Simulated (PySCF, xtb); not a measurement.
1-bromobuta-1,2-diene (C4H5Br), SMILES CC=C=CBr.

GFN2-xTB run with xtb at its own geometry gives an orbital gap of 4.03 eV and a dipole moment of 3.96 D.

Geometry: PBE0-D3(BJ)/def2-SVP.

What does PySCF with HF/def2-TZVP give? (The exact figures need the calculation; the answer reports its results.)

gap 12.71 eV (levels -9.67 and 3.05 eV), dipole 2.43 D.
